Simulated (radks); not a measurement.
Task: The neodymium ion Nd2+, 58 electrons, occupied as [Xe] 4f4. Calculated with a radial shooting solver on a logarithmic mesh with Libxc functionals: Dirac Kohn-Sham, BLYP, spin-unpolarised, spherical densities, finite nucleus; open shells fill j = l - 1/2 first; Fermi nuclear charge, rms radius 4.9123 fm. Some entries of the table are withheld. Estimate them.

| orbital | occ. | eigenvalue (hartree) | <r> (bohr) | <1/r> (bohr^-1) |
|---|---|---|---|---|
| 1s1/2 | 2 | -1594.020 | 0.02363 | 66.05 |
| 2s1/2 | 2 | -258.0976 | 0.1005 | 15.63 |
| 2p1/2 | 2 | -244.2312 | 0.08421 | 15.62 |
| 2p3/2 | 4 | -225.1115 | 0.09062 | 14.03 |
| 3s1/2 | 2 | -56.34005 | 0.2660 | 5.663 |
| 3p1/2 | 2 | -50.41377 | 0.2556 | 5.578 |
| 3p3/2 | 4 | -46.59777 | 0.2681 | 5.181 |
| 3d3/2 | 4 | -36.26710 | 0.2394 | 5.052 |
| 3d5/2 | 6 | -35.44204 | 0.2433 | 4.952 |
| 4s1/2 | 2 | -11.56542 | 0.6074 | 2.353 |
| 4p1/2 | 2 | (1) | 0.6239 | 2.247 |
| 4p3/2 | 4 | (2) | 0.6522 | 2.115 |
| 4d3/2 | 4 | (3) | 0.7018 | (4) |
| 4d5/2 | 6 | (5) | 0.7120 | (6) |
| 5s1/2 | 2 | -1.95282 | 1.471 | 0.9034 |
| 5p1/2 | 2 | -1.35533 | 1.658 | 0.7931 |
| 5p3/2 | 4 | -1.24275 | 1.747 | 0.7465 |
| 4f5/2 | 4 | -0.53400 | 1.084 | 1.260 |
| 4f7/2 | 0 | -0.51906 | 1.101 | 1.244 |

Result: 
(1) 4p1/2 eigenvalue (hartree): -9.32936
(2) 4p3/2 eigenvalue (hartree): -8.50125
(3) 4d3/2 eigenvalue (hartree): -4.82578
(4) 4d3/2 <1/r> (bohr^-1): 1.894
(5) 4d5/2 eigenvalue (hartree): -4.67961
(6) 4d5/2 <1/r> (bohr^-1): 1.861
